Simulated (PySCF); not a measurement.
Geometry (Å), atoms numbered from 1 in this order:
```xyz
21

C    -0.8463    2.1913    1.1392
C     0.0484    1.4251    0.5032
C    -0.2657    0.1805   -0.2104
C    -1.6326   -0.2525   -0.2230
C    -2.7958   -0.6032   -0.2182
C    -4.1823   -1.0368   -0.2215
C     0.6704   -0.5694   -0.8464
C     2.1395   -0.3181   -0.9332
C     2.9487   -1.2939   -0.0788
H    -1.9059    1.9217    1.1596
H    -0.5414    3.1048    1.6547
H     1.0994    1.7262    0.5073
H    -4.2976   -2.0070    0.2875
H    -4.5619   -1.1516   -1.2493
H    -4.8281   -0.3094    0.2948
H     0.3174   -1.4885   -1.3273
H     2.4484   -0.4264   -1.9881
H     2.3864    0.7159   -0.6509
H     2.7132   -1.1683    0.9890
H     2.7246   -2.3387   -0.3454
H     4.0299   -1.1371   -0.2130
```

Geometry: PBE0-D3(BJ)/def2-SVP; GIAO shifts from PySCF, gas phase, non-relativistic, averaged over equivalent atoms.

At PBE0/pcSseg-1 (213 basis functions, 64 s wall time on 1 thread of an Arm Neoverse N1, shared host):
| atoms | δ (ppm) |
| --- | --- |
| C7 | 150.6 |
| C2 | 137.4 |
| C3 | 128.9 |
| C1 | 124.9 |
| C5 | 93.7 |
| C4 | 83.3 |
| C8 | 24.9 |
| C9 | 15.9 |
| C6 | 5.3 |
| H12 | 6.74 |
| H16 | 6.10 |
| H10 | 5.95 |
| H11 | 5.50 |
| H17/H18 | 2.20 |
| H13/H14/H15 | 2.06 |
| H19/H20/H21 | 0.97 |

δ = σ(ref) − σ, references computed at the same level: ¹³C (184.41 ppm) and ¹H (31.27 ppm) against TMS.

What do these become at PBE/pcSseg-1?

Answers


```tsv
atoms	δ at PBE/pcSseg-1	change
C7	148.3	-2.3
C2	135.9	-1.5
C3	127.9	-1.0
C1	122.5	-2.4
C5	92.5	-1.2
C4	83.8	+0.5
C8	26.8	+1.9
C9	16.3	+0.4
C6	5.7	+0.4
H12	6.75	+0.01
H16	6.07	-0.03
H10	5.87	-0.08
H11	5.42	-0.08
H17/H18	2.29	+0.09
H13/H14/H15	2.10	+0.04
H19/H20/H21	0.97	+0.00
```

References, each an isolated molecule treated in the same way: ¹³C (σref 180.03) and ¹H (σref 31.20) against TMS.

The largest change is at C1 (terminal =CH2 carbon). Cost: 213 basis functions, 81 s wall time on 1 thread of an Arm Neoverse N1, shared host. The order of the carbon signals is the same at both levels.
